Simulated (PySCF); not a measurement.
**Nuclear quadrupole coupling in `Cc1cnn(C2CCC2)n1`**

Compound: C7H11N3.
Z-matrix (Å and degrees, GFN2-xTB geometry), rows numbered from 1:
```
C 
C   1  1.4840
C   2  1.4024  1  129.63
N   3  1.3239  2  108.32  1   179.51
N   4  1.3110  3  104.65  2    -0.02
C   5  1.4265  4  122.86  3   179.63
C   6  1.5400  5  116.24  4   -54.20
C   7  1.5357  6   89.29  5   131.94
C   8  1.5359  7   89.32  6   -13.06
N   5  1.3130  4  114.79  3     0.06
H   1  1.0882  2  110.28  3    40.77
H   1  1.0865  2  109.59  3   161.71
H   1  1.0902  2  110.25  3   -78.84
H   3  1.0702  2  129.98  1    -0.46
H   6  1.0902  5  106.63  4   177.32
H   7  1.0874  6  116.12  5  -108.15
H   7  1.0875  6  111.10  5    17.99
H   8  1.0875  7  112.69  6   101.39
H   8  1.0867  7  115.98  6  -131.85
H   9  1.0875  6  110.90  5   -18.09
H   9  1.0872  6  116.14  5   108.02
```

Field gradients from the PBE0/pcSseg-1 density (PySCF, non-relativistic), principal values in atomic units, ordered |Vxx| ≤ |Vyy| ≤ |Vzz|:

```json
{"atom": "N4", "Vxx": "0.3326", "Vyy": "0.7188", "Vzz": "-1.0514"}
{"atom": "N5", "Vxx": "0.1507", "Vyy": "0.5526", "Vzz": "-0.7034"}
{"atom": "N10", "Vxx": "0.2927", "Vyy": "0.7283", "Vzz": "-1.0210"}
```

**Question.** Find the asymmetry η = (Vxx − Vyy)/Vzz and the couplings χ = eQV/h (234.96 MHz × Q in barn × V in au), with Q(14N) = 0.02044 b.

**Answer.** 
| atom | environment | nucleus | η | χzz (MHz) | χxx (MHz) | χyy (MHz) |
| --- | --- | --- | --- | --- | --- | --- |
| N4 | pyridine-type nitrogen | 14N | 0.37 | -5.05 | 1.60 | 3.45 |
| N5 | pyrrole-type nitrogen | 14N | 0.57 | -3.378 | 0.724 | 2.654 |
| N10 | pyridine-type nitrogen | 14N | 0.43 | -4.904 | 1.406 | 3.498 |

**Question.** What is Vzz at N4 in SI units (1 au = 9.71736 × 10²¹ V/m²)?

**Answer.** -1.0514 au = -10.217 × 10²¹ V/m².

**Question.** And the gradient at the other heavy atoms, for which no coupling is worked out here?

**Answer.** 
```tsv
atom	environment	Vzz (au)	η
C1	benzylic-type carbon	0.086	0.37
C2	substituted aromatic carbon	0.181	0.87
C3	aromatic CH next to a ring nitrogen	-0.166	0.87
C6	sp3 carbon bound to nitrogen	0.328	0.22
C7	four-membered-ring carbon	-0.096	0.82
C8	four-membered-ring carbon	-0.072	0.39
C9	four-membered-ring carbon	-0.100	0.82
```

**Question.** What couplings would deuterons (Q(2H) = 0.00286 b) have in place of the hydrogens, at this geometry?

**Answer.** 
```tsv
atom	bonded to	bond length (Å)	Vzz (au)	η	χzz (kHz)
H11	C1	1.088	0.3123	0.03	210
H12	C1	1.087	0.3140	0.02	211
H13	C1	1.090	0.3095	0.02	208
H14	C3	1.070	0.3473	0.07	233
H15	C6	1.090	0.2966	0.07	199
H16	C7	1.087	0.3153	0.01	212
H17	C7	1.087	0.3083	0.00	207
H18	C8	1.088	0.3141	0.01	211
H19	C8	1.087	0.3161	0.00	212
H20	C9	1.087	0.3075	0.00	207
H21	C9	1.087	0.3157	0.01	212
```

Isolated species at its GFN2-xTB geometry (one conformer only). GFN2-xTB bond lengths can be off by several hundredths of an ångström, more for odd bonds, and the gradients follow them. A larger basis could move these couplings by a tenth or more.
